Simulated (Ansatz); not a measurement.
Species: sum formula HSO$_{3}$, charge -1, multiplicity 1. It need not be the lowest isomer of its formula. 
Structure (B3LYP-D3(BJ)/def2-TZVP (Ansatz, a program for electronic structure) minimum search):
```xyz
5

S     -0.0978    -0.0981     0.0970
O      0.6836     0.6727     1.0616
O      0.6791    -1.0538    -0.6894
O     -1.0557     0.6889    -0.6765
H     -0.8906    -0.8931     0.8828
```
Charge -1, spin multiplicity 1.

Basis-set convergence of Hartree-Fock and MP2 correlation energies (hartree) with Ansatz. Correlated levels leave the core frozen unless marked. Spin-orbit coupling is left out. Non-relativistic.

```tsv
basis	functions	E(HF)	E(corr, MP2)
aug-cc-pV(D+d)Z	110	-622.74789	-0.76725
aug-cc-pV(T+d)Z	216	[?]	[?]
```

Problem. Complete the blanks.

Solution. 
- aug-cc-pV(T+d)Z, E(HF): -622.84670
- aug-cc-pV(T+d)Z, E(corr, MP2): -0.93909
